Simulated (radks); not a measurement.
Effect of the nuclear size on neutral bromine, [Ar] 3d10 4s2 4p5. All-electron calculation, Dirac Kohn-Sham, BLYP, spin-unpolarised, spherical densities, finite nucleus; open shells fill j = l - 1/2 first; Fermi nuclear charge, rms radius 4.1629 fm. Program: a radial shooting solver on a logarithmic mesh with Libxc functionals. The rms radius is varied about that value; shifts are against it.

\begin{tabular}{lrrrrrrr}
rms radius (fm) & total energy shift (eV) & density at nucleus (e/bohr^3) & 1s1/2 shift (meV) & 2s1/2 shift (meV) & 3s1/2 shift (meV) & 3p1/2 shift (meV) & 4s1/2 shift (meV) \\ \hline
3.4594 & -0.168 & 4.501e+04 & -71.3 & -7.16 & -1.12 & 0.104 & -0.117 \\
4.0047 & -0.0403 & 4.451e+04 & -17.1 & -1.72 & -0.269 & 0.025 & -0.028 \\
4.1629 & 0 & 4.438e+04 & 0.000 & 0.000 & 0.000 & 0.000 & 0.000 \\
4.4043 & 0.0642 & 4.419e+04 & 27.3 & 2.74 & 0.429 & -0.040 & 0.045 \\
4.7207 & 0.153 & 4.396e+04 & 65.1 & 6.55 & 1.03 & -0.095 & 0.107 \\
\end{tabular}

Slopes of the eigenvalues against <r^2> in GHz/fm^2, as finite differences over the two radii next to the reference (eigenvalue slopes, not the field-shift constants of lines): 1s1/2 3190, 2s1/2 321, 3s1/2 50.3, 3p1/2 -4.65, 4s1/2 5.25.
